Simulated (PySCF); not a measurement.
PySCF input file for GeBr₃, SMILES [Br][Ge]([Br])[Br], multiplicity 2, ωB97X-D3(BJ)/def2-SVP. The structure is a stationary point at ωB97X-D3(BJ)/def2-SVP.

```python
import numpy as np
from pyscf import gto, scf, dft, df
from pyscf.hessian import thermo

mol = gto.M(
    atom='''
    Ge    0.00000000    0.00000000    0.61113580
    Br    1.86684893   -1.07782573   -0.18625091
    Br   -1.86684893   -1.07782573   -0.18625091
    Br    0.00000000    2.15565146   -0.18625091
    ''',
    basis='def2-SVP',
    charge=0,
    spin=1,
    max_memory=1600,
    verbose=3,
)
mf = dft.UKS(mol, xc='wb97x-d3bj').density_fit(auxbasis='def2-universal-jkfit')
mf.grids.level = 3
mf.conv_tol = 1e-11
mf.max_cycle = 100
mf.kernel()
fine, coarse = mf.grids, dft.Grids(mol).set(level=1).build(with_non0tab=True)
for _ in range(3):  # follow internal instabilities
    mf.grids = coarse
    mo, _, stable, _ = mf.stability(return_status=True, nroots=4)
    mf.grids = fine
    if stable:
        break
    mf.kernel(mf.make_rdm1(mo, mf.mo_occ))

# [left out here: the lines that compute and print the analytic Hessian (its translational invariance restored by hand, since the grid's response is missing), thermochemistry and intensities]
```

Output:

```

WARN: HOMO -0.205861025481059 >= LUMO -0.205861025481059

converged SCF energy = -9798.07765783063  <S^2> = 0.75610178  2S+1 = 2.0060925
<class 'pyscf.df.df_jk.DFUKS'> wavefunction is stable in the internal stability analysis

WARN: DFTD3 does not support analytical Hessian, using finite difference


WARN: Mole.unit (angstrom) is changed to Bohr

Mode                                 0                   1                   2
Irrep
Freq [cm^-1]                       85.2631             85.2829            119.8800
Reduced mass [au]                  79.0261             79.0260             76.7694
Force const [Dyne/A]                0.3385              0.3386              0.6500
Char temp [K]                     122.6746            122.7032            172.4807
Normal mode                   x     y     z       x     y     z       x     y     z
       0  Ge                -0.00 -0.04 -0.00    0.04 -0.00  0.00    0.00  0.00 -0.07
       1  Br                 0.05  0.05  0.00    0.02 -0.05  0.01    0.04 -0.02  0.02
       2  Br                -0.05  0.03  0.01    0.01  0.06 -0.01   -0.04 -0.02  0.02
       3  Br                 0.01 -0.05 -0.01   -0.07 -0.01 -0.00   -0.00  0.04  0.02
Mode                                 3                   4                   5
Irrep
Freq [cm^-1]                      271.4524            334.6771            334.6860
Reduced mass [au]                  77.1250             75.2991             75.2991
Force const [Dyne/A]                3.3484              4.9693              4.9695
Char temp [K]                     390.5596            481.5258            481.5386
Normal mode                   x     y     z       x     y     z       x     y     z
       0  Ge                 0.00 -0.00  0.07   -0.00 -0.09 -0.00    0.09 -0.00 -0.00
       1  Br                 0.04 -0.02 -0.02   -0.02  0.01  0.01   -0.04  0.02  0.02
       2  Br                -0.04 -0.02 -0.02    0.02  0.02  0.01   -0.04 -0.02 -0.02
       3  Br                -0.00  0.05 -0.02    0.00  0.05 -0.02   -0.00  0.00 -0.00
temperature 298.1500 [K]
pressure 101325.00 [Pa]
Rotational constants [GHz] 0.85312 0.85312 0.45370
Symmetry number 3
Zero-point energy (ZPE) 0.00280 [Eh]   7364.460 [J/mol]
                           tot       elec      trans        rot        vib
Entropy [J/mol/K]       369.267      5.763    180.384    121.634     61.486
Cv [J/mol/K]             70.088      0.000     12.472     12.472     45.145
Cp [J/mol/K]             78.402      0.000     20.786     12.472     45.145
Internal energy [J/mol]                      3718.434   3718.434  16390.576
Internal energy [Eh]   -9798.06858  -9798.07766
Enthalpy [J/mol]                             6197.391   3718.434  16390.576
Enthalpy [Eh]          -9798.06764
Gibbs free energy [J/mol]                  -47584.230 -32546.795  -1941.354
Gibbs free energy [Eh] -9798.10957
mode   freq/cm-1   IR/(km/mol)
   1       85.26         0.620
   2       85.28         0.620
   3      119.88         1.616
   4      271.45         6.773
   5      334.68        65.684
   6      334.69        65.676
max |gradient| / (hartree/bohr): 3.5597055671851736e-05
APT charges: [ 1.4264 -0.4755 -0.4755 -0.4754]
```

The calculation finished and met its thresholds.

Cost: roughly 13 core-minutes.
